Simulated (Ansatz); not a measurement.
Cl₂F₂H₂SSi₂, SMILES `F[SiH](F)S[SiH](Cl)Cl`. Charge 0, multiplicity 1. The structure was optimised at the PBE0-D4/def2-TZVP level. It is one conformer, not always the lowest.

```xyz
9

F     0.268   -0.590   -2.293
Si    0.714    0.625   -1.381
F     1.982    0.121   -0.577
S    -0.832    1.190   -0.060
Si   -0.755   -0.493    1.245
Cl    0.494   -0.143    2.810
Cl   -2.641   -0.774    1.952
H     1.073    1.766   -2.234
H    -0.302   -1.703    0.538
```

**Question.** What is the dipole moment at B3LYP/def2-TZVPP? (Best estimate.)

**Answer.** Computed: 0.98 D, with components (0.01, 0.67, -0.71) D in this frame, pointing from negative to positive charge.

**Question.** And with PBE, r2SCAN, ωB97M-V? (An estimate is asked.)

**Answer.** The calculation gave: PBE 0.88 D, r2SCAN 0.92 D, ωB97M-V 0.96 D.

**Question.** Give the Mulliken charges with B3LYP, r2SCAN, ωB97M-V in def2-TZVPP. (Best estimate.)

**Answer.** The calculation gave: 
```tsv
atom	B3LYP	r2SCAN	ωB97M-V
F1	-0.29	-0.29	-0.28
Si2	0.77	0.79	0.69
F3	-0.29	-0.29	-0.28
S4	-0.28	-0.29	-0.23
Si5	0.56	0.59	0.42
Cl6	-0.19	-0.20	-0.16
Cl7	-0.19	-0.20	-0.16
H8	-0.06	-0.06	-0.02
H9	-0.03	-0.04	0.01
```

B3LYP here is the variant with VWN-RPA as its local correlation; programs differ in this.
